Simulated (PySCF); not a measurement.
System: sum formula H2SiOBr3, charge 1, multiplicity 1. It need not be the lowest isomer of its formula. 
Coordinates optimised at B3LYP-D3(BJ)/def2-TZVP (Ansatz):
```xyz
7

Si    -0.1651     0.0142    -0.1213
Br    -0.6333    -1.5961     1.2439
Br    -0.1554     1.9903     0.7517
Br     1.3553    -0.4335    -1.5892
O     -1.6526     0.1423    -1.2139
H     -2.4793     0.5480    -0.8960
H     -1.8198    -0.5100    -1.9178
```
Charge +1, spin multiplicity 1.

Dispersion corrections to the total energy (kcal/mol) from the dftd3 and dftd4 libraries through PySCF: D3(BJ) without and D4 with the three-body term, each with the damping fitted for the functional named.

```
functional      D3(BJ)          D4
----------  ----------  ----------
LC-wPBE          -7.15  (withheld)
B3LYP       (withheld)      -11.16
revPBE          -14.14      -15.87
B2GP-PLYP        -7.65       -2.94
HSE06       (withheld)       -5.53
B2PLYP           -6.61       -4.70
BP86            -12.58       -9.75
```

Q: What belongs in the gaps?

A: 
- LC-wPBE, D4: -7.70
- B3LYP, D3(BJ): -12.37
- HSE06, D3(BJ): -5.40
